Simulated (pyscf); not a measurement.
cyclic H₈Si₅ (SMILES [SiH]1=[SiH][SiH2][SiH2][SiH2]1), singlet

Gas-phase minimum from PySCF at ωB97X-D3(BJ)/def2-SVP, one conformer. 

```xyz
13

Si    -1.4947     0.7279    -0.5171
Si    -2.3838    -0.7289     0.7507
Si    -0.7800    -1.7346     2.0724
Si     1.1523    -1.2469     0.8518
Si     0.7840     0.8279    -0.1588
H     -2.2218     1.6094    -1.4680
H     -3.8357    -1.0374     0.8329
H     -0.9955    -3.2055     2.2117
H     -0.7348    -1.1337     3.4388
H      1.2777    -2.2667    -0.2323
H      2.3890    -1.2729     1.6892
H      1.5538     0.9739    -1.4297
H      1.1517     1.9567     0.7470
```
Charge 0, spin multiplicity 1.

Bonded distances (Å): Si1–Si2 2.126, Si1–Si5 2.309, Si1–H6 1.487, Si2–Si3 2.309, Si2–H7 1.487, Si3–Si4 2.337, Si3–H8 1.493, Si3–H9 1.493, Si4–Si5 2.337, Si4–H10 1.494, Si4–H11 1.494, Si5–H12 1.493, Si5–H13 1.493. Angles (°): Si2–Si1–Si5 110.5, Si2–Si1–H6 125.7, Si5–Si1–H6 123.8, Si1–Si2–Si3 110.4, Si1–Si2–H7 125.7, Si3–Si2–H7 123.8, Si2–Si3–Si4 100.6, Si2–Si3–H8 112.5, Si2–Si3–H9 111.7, Si4–Si3–H8 111.9, Si4–Si3–H9 111.6, H8–Si3–H9 108.4, Si3–Si4–Si5 106.3, Si3–Si4–H10 107.8 (the first ones only).

Properties at ωB97X-D3(BJ)/def2-SVP:

```
Quantity                                                                                                                                                                                                                                                                                        Value
---------------------------------------------------------------------------------------------------------------------  ------------------------------------------------------------------------------------------------------------------------------------------------------------------------------
Harmonic wavenumbers, unscaled                                                                                         68, 72, 179, 212, 346, 387, 398, 409, 439, 447, 453, 497, 506, 582, 608, 625, 649, 651, 692, 728, 752, 760, 919, 935, 946, 2228, 2232, 2234, 2239, 2239, 2245, 2268, 2275 cm⁻¹
Zero-point energy                                                                                                                                                                                                                                                                       44.6 kcal/mol
Rotational symmetry number                                                                                                                                                                                                                                                                          1
Entropy of this conformer at 298 K and 1 atm, rigid rotor and harmonic oscillator, modes under 100 cm⁻¹ raised to 100                                                                                                                                                                 388.4 J/(mol K)
Dipole moment                                                                                                                                                                                                                                                                                  0.07 D
```

Single-point totals, which compare only within one level:

```json
[
 {"level": "ωB97X-D3(BJ)/def2-TZVP", "total energy (hartree)": "-1452.43071"},
 {"level": "PBE/def2-TZVP", "total energy (hartree)": "-1451.52894"},
 {"level": "r²SCAN/def2-TZVP", "total energy (hartree)": "-1452.14959"},
 {"level": "B3LYP-D3(BJ)/def2-TZVP", "total energy (hartree)": "-1452.41824"},
 {"level": "PBE0-D3(BJ)/def2-TZVP", "total energy (hartree)": "-1451.69116"},
 {"level": "M06-2X/def2-TZVP", "total energy (hartree)": "-1452.15414"},
 {"level": "ωB97M-D3(BJ)/def2-TZVP", "total energy (hartree)": "-1452.48061"}
]
```
